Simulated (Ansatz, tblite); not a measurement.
Forces on B₄P₄⁻ at its B3LYP-D4/def2-SVPD geometry. Total charge -1; doublet.

The xTB rows come from tblite. Another isomer (doublet) lies 1.47 eV lower at PBE0-D4/def2-TZVPD; other spin states weren't run for this one.

GFN1-xTB (tblite), largest force 1.63 eV/Å:

```xyz
8
positions Å, forces eV/Å
B    -0.734   -0.886    0.227    0.956   -0.980    0.202
B     1.571    0.576   -0.480   -0.702    1.124   -0.596
B     0.872   -0.798    0.339   -1.009   -1.066    0.709
B    -0.021    0.724   -0.559    0.415    0.800   -0.605
P    -2.034   -0.068    1.403    0.087    1.189   -0.264
P    -1.290    1.709    0.591   -0.618   -0.649    0.523
P    -1.065   -0.584   -1.662   -0.037    0.166   -0.115
P     2.702   -0.672    0.141    0.908   -0.583    0.146
```

GFN2-xTB (tblite), largest force 1.01 eV/Å:

```
B 0.980 -0.184 -0.163
B -0.906 -0.145 0.121
B -0.384 -0.145 0.106
B 0.624 0.252 -0.256
P 0.100 0.456 -0.229
P -0.131 -0.281 0.259
P 0.136 0.000 0.272
P -0.419 0.047 -0.108
```

PBE-D4/def2-TZVPD (Ansatz), largest force 0.27 eV/Å:

```
B 0.028 0.266 0.035
B -0.187 0.000 -0.009
B -0.090 0.121 -0.180
B -0.046 -0.184 0.123
P 0.033 -0.022 -0.094
P 0.052 -0.194 -0.110
P 0.096 0.103 0.197
P 0.115 -0.089 0.038
```
